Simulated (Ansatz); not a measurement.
C2H4B2 can be A, `BC1=CB1`, or B, `BB1C=C1`.

Isolated molecules relaxed with PBE0-D4/def2-TZVP in Ansatz; ΔE leaves out vibrations. CCSD(T)/CBS adds triple-zeta CCSD(T) − MP2 to the extrapolated MP2 energy (def2 sets, frozen cores). Functionals use def2-TZVPP.

(1) Which is lower in electronic energy at CCSD(T)/CBS, and by how much? (Estimate.)

(2) Give E(B) − E(A) in kcal/mol with PBE0-D4, CCSD(T)/def2-TZVPP, MP2/def2-TZVPP, LDA (SPW92), B2PLYP, CCSD/def2-TZVPP, CCSD(T)/def2-SVP. (An estimate is asked.)

(3) Does the order hold for the free energy at 298.15 K (harmonic terms from PBE0-D4)? (Best estimate.)

Largest T1 diagnostic: 0.013.

Results:

(1) Ansatz gave: A, by 11.3 kcal/mol.

(2) Computed: PBE0-D4 11.8, CCSD(T)/def2-TZVPP 11.1, MP2/def2-TZVPP 12.9, LDA (SPW92) 16.0, B2PLYP 10.8, CCSD/def2-TZVPP 9.6, CCSD(T)/def2-SVP 10.8. None reverses the order clearly.

(3) The calculation gave: Yes: G(B) − G(A) = +11.5 kcal/mol.

Leaving LDA and LC-ωPBE aside and taking each functional with its dispersion term where it has one, the values, not all of them listed here, spread over 4.1 kcal/mol, from BHLYP-D4 to PBE-D4. LDA lies +3.2 kcal/mol from PBE without D4. From PBE to PBE0 (25 % exact exchange), in def2-TZVPP and without D4, E(B) − E(A) moves by −1.1 kcal/mol.
